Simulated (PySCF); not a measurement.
C₄H₂N₂, SMILES C#C/C=N/C#N. Atoms are numbered in the order given.

```xyz
8

C     -0.1344    -2.9693     0.0000
C      0.0918    -1.7775     0.0000
C      0.4340    -0.3987     0.0000
N     -0.4662     0.5172     0.0000
C     -0.1236     1.8001     0.0000
N      0.0712     2.9481     0.0000
H     -0.3536    -4.0226     0.0000
H      1.5123    -0.1626     0.0000
```
Charge 0, spin multiplicity 1.

Coordinates come from a PBE0-D3(BJ)/def2-SVP optimisation. The structure was generated by enumeration; whether it is a known compound was not checked.

Two levels are set side by side: PBE/pcSseg-1 (PySCF) and KT2/pcSseg-1 (PySCF). GIAO shifts against NH3 (¹⁵N), TMS (¹H), TMS (¹³C) at the same level; non-relativistic, no solvent, atoms listed together averaged. Differences are taken from unrounded values.

```csv
quantity,KT2,PBE,PBE minus KT2
δ(¹³C) of C1 (ppm),99.6,107.4,7.8
δ(¹³C) of C2 (ppm),83.2,90.3,7.0
δ(¹³C) of C3 (ppm),155.6,166.1,10.5
δ(¹⁵N) of N4 (ppm),338.8,364.8,26.0
δ(¹³C) of C5 (ppm),116.5,123.5,7.0
δ(¹⁵N) of N6 (ppm),311.7,341.5,29.8
δ(¹H) of H7 (ppm),4.62,4.44,-0.18
δ(¹H) of H8 (ppm),8.14,8.29,0.15
```

Rough cost on one machine, each run with all the roots and properties that it gave: KT2 against PBE within a factor of 2.
